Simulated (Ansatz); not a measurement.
Molecular dynamics of AlClH$_{7}$NOSi

Input:

```yaml
crystal:
  periodic: [false, false, false]
  atoms:
    - { symbol: Al, position_ang: [0.318482, 0.303742, -0.079649] }
    - { symbol: O, position_ang: [-0.344351, -0.024216, 1.722672] }
    - { symbol: H, position_ang: [-1.292389, -0.222376, 1.857858] }
    - { symbol: Cl, position_ang: [2.257021, -0.61691, -0.302628] }
    - { symbol: H, position_ang: [-0.810563, 0.109024, -1.187483] }
    - { symbol: "N", position_ang: [0.449044, 2.057966, 0.775385] }
    - { symbol: H, position_ang: [1.410961, 2.297534, 1.065726] }
    - { symbol: Si, position_ang: [-0.480123, 3.509262, 0.291452] }
    - { symbol: H, position_ang: [-1.878043, 3.037452, -0.017611] }
    - { symbol: H, position_ang: [-0.530349, 4.500501, 1.430022] }
    - { symbol: H, position_ang: [0.098344, 4.192888, -0.924542] }
    - { symbol: H, position_ang: [-0.135933, 1.122232, 1.689502] }
basis:
  gaussian: { orbitals: cc-pVDZ }
hamiltonian:
  xc: pbe
md:
  timestep: 0.5
  n_steps: 200
  ensemble: nve
  temperature: 100.0
  initial_velocities: maxwell_boltzmann
  seed: 7022
```

Command:

```bash
$ ansatz run input.yaml --threads 4 --pin off --max-ram 5120MiB --backend cpu --events-out ev --progress --plain --runs-dir out
```

It starts at the highest image of a converged band, a first-order saddle point between two minima.

Output, in part (one step line in 7, the closing report, with atoms numbered from 0):

```
md step     0: t =     0.00 fs  T =   100.0 K  F+E_penalty+E_count = -30634.73966023 eV  E_kin = 0.129260 eV  conserved = -30634.61040023 eV  (27 SCF iters)
md step     7: t =     3.50 fs  T =    74.0 K  F+E_penalty+E_count = -30634.70584891 eV  E_kin = 0.095644 eV  conserved = -30634.61020481 eV  (23 SCF iters)
md step    14: t =     7.00 fs  T =    55.4 K  F+E_penalty+E_count = -30634.68172219 eV  E_kin = 0.071591 eV  conserved = -30634.61013154 eV  (32 SCF iters)
md step    21: t =    10.50 fs  T =    66.1 K  F+E_penalty+E_count = -30634.69582657 eV  E_kin = 0.085470 eV  conserved = -30634.61035679 eV  (31 SCF iters)
md step    28: t =    14.00 fs  T =    64.4 K  F+E_penalty+E_count = -30634.69341505 eV  E_kin = 0.083223 eV  conserved = -30634.61019189 eV  (31 SCF iters)
md step    35: t =    17.50 fs  T =    89.8 K  F+E_penalty+E_count = -30634.72640349 eV  E_kin = 0.116095 eV  conserved = -30634.61030826 eV  (31 SCF iters)
md step    42: t =    21.00 fs  T =   101.5 K  F+E_penalty+E_count = -30634.74144701 eV  E_kin = 0.131200 eV  conserved = -30634.61024683 eV  (31 SCF iters)
md step    49: t =    24.50 fs  T =    99.2 K  F+E_penalty+E_count = -30634.73864308 eV  E_kin = 0.128272 eV  conserved = -30634.61037141 eV  (30 SCF iters)
md step    56: t =    28.00 fs  T =    87.8 K  F+E_penalty+E_count = -30634.72387620 eV  E_kin = 0.113478 eV  conserved = -30634.61039797 eV  (29 SCF iters)
md step    63: t =    31.50 fs  T =    84.6 K  F+E_penalty+E_count = -30634.71942786 eV  E_kin = 0.109326 eV  conserved = -30634.61010181 eV  (31 SCF iters)
md step    70: t =    35.00 fs  T =   103.5 K  F+E_penalty+E_count = -30634.74424104 eV  E_kin = 0.133773 eV  conserved = -30634.61046838 eV  (31 SCF iters)
md step    77: t =    38.50 fs  T =    92.9 K  F+E_penalty+E_count = -30634.73063192 eV  E_kin = 0.120137 eV  conserved = -30634.61049483 eV  (31 SCF iters)
md step    84: t =    42.00 fs  T =    82.2 K  F+E_penalty+E_count = -30634.71643375 eV  E_kin = 0.106310 eV  conserved = -30634.61012400 eV  (24 SCF iters)
md step    91: t =    45.50 fs  T =    88.0 K  F+E_penalty+E_count = -30634.72411083 eV  E_kin = 0.113797 eV  conserved = -30634.61031345 eV  (30 SCF iters)
md step    98: t =    49.00 fs  T =    77.8 K  F+E_penalty+E_count = -30634.71106937 eV  E_kin = 0.100610 eV  conserved = -30634.61045972 eV  (29 SCF iters)
md step   105: t =    52.50 fs  T =    80.6 K  F+E_penalty+E_count = -30634.71447104 eV  E_kin = 0.104236 eV  conserved = -30634.61023549 eV  (31 SCF iters)
md step   112: t =    56.00 fs  T =    84.8 K  F+E_penalty+E_count = -30634.71977413 eV  E_kin = 0.109604 eV  conserved = -30634.61017023 eV  (30 SCF iters)
md step   119: t =    59.50 fs  T =    73.2 K  F+E_penalty+E_count = -30634.70504113 eV  E_kin = 0.094682 eV  conserved = -30634.61035883 eV  (31 SCF iters)
md step   126: t =    63.00 fs  T =    83.9 K  F+E_penalty+E_count = -30634.71891830 eV  E_kin = 0.108453 eV  conserved = -30634.61046527 eV  (31 SCF iters)
md step   133: t =    66.50 fs  T =    79.3 K  F+E_penalty+E_count = -30634.71260903 eV  E_kin = 0.102480 eV  conserved = -30634.61012888 eV  (31 SCF iters)
md step   140: t =    70.00 fs  T =    71.4 K  F+E_penalty+E_count = -30634.70240829 eV  E_kin = 0.092270 eV  conserved = -30634.61013814 eV  (30 SCF iters)
md step   147: t =    73.50 fs  T =    90.8 K  F+E_penalty+E_count = -30634.72790443 eV  E_kin = 0.117319 eV  conserved = -30634.61058589 eV  (31 SCF iters)
md step   154: t =    77.00 fs  T =    86.1 K  F+E_penalty+E_count = -30634.72182458 eV  E_kin = 0.111296 eV  conserved = -30634.61052885 eV  (31 SCF iters)
md step   161: t =    80.50 fs  T =    49.9 K  F+E_penalty+E_count = -30634.67447637 eV  E_kin = 0.064447 eV  conserved = -30634.61002979 eV  (24 SCF iters)
md step   168: t =    84.00 fs  T =    58.5 K  F+E_penalty+E_count = -30634.68587675 eV  E_kin = 0.075656 eV  conserved = -30634.61022066 eV  (30 SCF iters)
md step   175: t =    87.50 fs  T =    86.2 K  F+E_penalty+E_count = -30634.72207216 eV  E_kin = 0.111451 eV  conserved = -30634.61062085 eV  (29 SCF iters)
md step   182: t =    91.00 fs  T =    75.6 K  F+E_penalty+E_count = -30634.70812168 eV  E_kin = 0.097782 eV  conserved = -30634.61033929 eV  (31 SCF iters)
md step   189: t =    94.50 fs  T =    70.7 K  F+E_penalty+E_count = -30634.70145485 eV  E_kin = 0.091410 eV  conserved = -30634.61004481 eV  (29 SCF iters)
md step   196: t =    98.00 fs  T =    77.1 K  F+E_penalty+E_count = -30634.70995827 eV  E_kin = 0.099646 eV  conserved = -30634.61031206 eV  (31 SCF iters)
md step   200: t =   100.00 fs  T =    64.3 K  F+E_penalty+E_count = -30634.69330531 eV  E_kin = 0.083072 eV  conserved = -30634.61023363 eV  (29 SCF iters)
Total energy: -30634.69335394 eV, -1125.8042158163 hartree
Atom 0 at     0.334115     0.447823     0.034279 Å, force    -0.037391    -0.532119    -0.484010 eV/Å
Atom 1 at    -0.403831    -0.367840     1.736340 Å, force    -0.611526     0.637333     1.083849 eV/Å
Atom 2 at    -1.368242    -0.598853     1.704802 Å, force     0.484059    -0.039936    -0.258195 eV/Å
Atom 3 at     2.214761    -0.603928    -0.288625 Å, force    -0.130461     0.045942     0.090622 eV/Å
Atom 4 at    -0.933323     0.062601    -0.850614 Å, force    -0.064434    -0.031895    -0.135952 eV/Å
Atom 5 at     0.574988     2.160838     0.601488 Å, force     0.935914     0.530611     0.173147 eV/Å
Atom 6 at     1.584696     2.431418     0.616739 Å, force    -0.507607    -0.160503     0.135158 eV/Å
Atom 7 at    -0.454492     3.533915     0.233379 Å, force    -0.565798     0.044766    -0.270618 eV/Å
Atom 8 at    -1.863243     2.968749     0.128229 Å, force     0.072468     0.106215     0.218325 eV/Å
Atom 9 at    -0.374634     4.626522     1.280280 Å, force    -0.023921    -0.085690     0.041261 eV/Å
Atom 10 at    -0.243630     4.200103    -1.108711 Å, force     0.201658     0.050649    -0.025023 eV/Å
Atom 11 at    -0.391990     0.371103     2.418266 Å, force     0.247038    -0.565372    -0.568564 eV/Å
Dipole moment:    -0.576666     0.010182     0.804279 e Å
```

All steps were run. The conserved energy stayed within 0.031 meV per atom of its start (net change 0.014 meV per atom), so the integration is sound. A run of 0.1 ps of so small a system gives no equilibrium averages. The orbitals stay closed-shell, which can raise the energy where a bond breaks towards radicals; this wasn't checked here.

Between its relaxed ends the band would form O2–H12 and break N6–H12. These pairs go: O2–H12 1.17 → 1.01 Å, N6–H12 1.43 → 2.73 Å. In the last frame they stand as after the step (other bonds may differ from the relaxed reactants and products). It ends as one piece, AlClH7NOSi. Pairs count as bonded within 1.25 times the sum of covalent radii (0.12 Å more for H–H).

Last frame:

```xyz
12
Properties=species:S:1:pos:R:3
Al 0.334 0.448 0.034
O -0.404 -0.368 1.736
H -1.368 -0.599 1.705
Cl 2.215 -0.604 -0.289
H -0.933 0.063 -0.851
N 0.575 2.161 0.602
H 1.585 2.431 0.617
Si -0.455 3.534 0.233
H -1.863 2.969 0.128
H -0.375 4.627 1.280
H -0.244 4.200 -1.109
H -0.392 0.371 2.418
```

Time of the run: 5.1 min on 4 threads of Arm Neoverse V1 (shared host), peak memory 0.19 GiB.
